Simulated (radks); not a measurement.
Valence configurations of Pr I (all share [Xe]). Method: scalar-relativistic Kohn-Sham, r2SCAN, spin-unpolarised, spherical densities, finite nucleus; meta-GGA in the generalised Kohn-Sham scheme; Fermi nuclear charge, rms radius 4.8919 fm; computed with a radial shooting solver on a logarithmic mesh with Libxc functionals. Energies are relative to 4f3 6s2; eigenvalues in eV.

valence          E (eV)    e(4f)   e(5d)   e(6p)   e(6s)
4f3 6s2           0.000   -0.914       -       -  -3.524
4f2.5 6s2 6p0.5   0.663   -4.679       -  -1.706  -4.322
4f3 5d0.5 6s1.5   0.849   -0.310  -1.520       -  -3.267
4f3 6s1.5 6p0.5   1.166   -1.494       -  -1.508  -3.815
4f2 6s2 6p1       3.120   -9.041       -  -2.190  -5.109
4f1 5d2 6s2       6.415  -11.990  -3.977       -  -4.163
4f1 6s2 6p2      14.375  -18.857       -  -3.075  -6.622
5d2 6s2 6p1      21.782        -  -7.505  -2.301  -5.721
5d1 6s2 6p2      27.732        -  -9.842  -3.151  -6.943

NIST lists [Xe] 4f3 6s2 as the ground configuration; this level of theory agrees among the configurations tried. The energies are those of spherical spin-averaged densities, not of single terms. No valid solution was reached for [Xe] 4f3.5 6s1.5.
